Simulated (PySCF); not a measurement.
Low-lying terms of Sn(4+) (tin, charge +4)

Ground state [Kr] 4d10, ¹S. Computed with PySCF 2.14 in aug-cc-pVTZ-DK3 with one added diffuse shell each of s, p, d, f type (9s8p6d3f, 84 functions), with scalar relativity by spin-free X2C-1e. Vertical excitation energies in eV without spin-orbit coupling; excited terms of each kind are numbered among those the solver found. Frozen: [Kr].

```csv
term,leading excitation,EOM-EE-CCSD
1 3D,4d → s,23.275
1 1D,4d → s,23.996
1 3P°,4d → p,32.833
1 3F°,4d → p,33.373
1 1F°,4d → p,33.737
1 1D°,4d → p,34.297
1 3D°,4d → p,34.320
1 1P°,4d → p,34.351
1 3G,4d → d,46.964
1 1G,4d → d,47.092
```

The spin-orbit splitting of the hole, absent here, rivals or exceeds the spacing of these terms, so the LS terms are model states.

The solver can miss terms.
